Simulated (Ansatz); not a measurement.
Born–Oppenheimer molecular dynamics of GaH$_{4}$N (6 atoms, charge 0, multiplicity 1). It starts from a relaxed structure.

All numbers below come from RKS revPBE-D4/def2-SVP (Ansatz 0.2.0).

```json
{
  "ensemble": "NVE (velocity Verlet)",
  "time step": "0.5 fs",
  "steps asked": "250",
  "starting velocities drawn for": "700 K",
  "seed": "249643"
}
```

First frame:

```xyz
6
Properties=species:S:1:pos:R:3
Ga 0.000 0.000 0.003
N 0.000 0.000 1.835
H -0.841 -0.075 2.411
H 0.841 0.075 2.411
H 1.408 0.125 -0.690
H -1.408 -0.125 -0.690
```

Question: How far do the bonds stretch over the last three quarters of this one trajectory? (Pairs bonded in most of those frames.)

Answer: 
```
  bond  mean (Å)  spread (Å)  shortest  longest
Ga1–N2     1.836       0.015      1.81     1.87
Ga1–H5     1.581       0.030      1.53     1.63
Ga1–H6     1.581       0.034      1.52     1.64
 N2–H3     1.029       0.037      0.97     1.09
 N2–H4     1.028       0.032      0.97     1.08
```

Mean temperature of the second half: 372 K. The conserved energy stayed within 0.55 meV per atom of its start (net change 0.11 meV per atom), so the integration is sound. Over the second half the temperature averaged 0.53 of the 700 K drawn at the start: a run that starts near a minimum puts about half its kinetic energy into the potential. A run of 0.12 ps of so small a system gives no equilibrium averages.

Time of the run: 6.3 min on 1 thread of AMD EPYC 7R43 64-Core Processor (Zen 3), with other jobs on the host, peak memory 0.13 GiB.
